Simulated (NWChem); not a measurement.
**Ionisation of methylammonium (CH$_{6}$N (+1))**

SMILES: C[NH3+]
```xyz
8

C      0.7888     0.0475     0.0000
N     -0.7003    -0.0422     0.0000
H      1.1101     0.5868     0.8989
H      1.1101     0.5868    -0.8989
H      1.2037    -0.9674     0.0000
H     -1.0563    -0.5417     0.8265
H     -1.0563    -0.5417    -0.8265
H     -1.1423     0.8873     0.0000
```
Charge +1, spin multiplicity 1.

All runs are NWChem calculations. All single points use one geometry, from PBE0/def2-SVP, a minimum by its harmonic frequencies.

Basis set: def2-TZVPD. −ε marks an orbital energy of the parent.

B3LYP has NWChem's definition, with VWN1-RPA local correlation.

Task: For the first vertical ionisation energy, −ε(HOMO) of HF gives 21.15 eV and −ε(HOMO) of PBE gives 15.71 eV. What do −ε(HOMO) of BLYP, −ε(HOMO) of B3LYP, G0W0@PBE give?

Result: −ε(HOMO) of BLYP: 15.65 eV; −ε(HOMO) of B3LYP: 17.05 eV; G0W0@PBE: 20.06 eV.
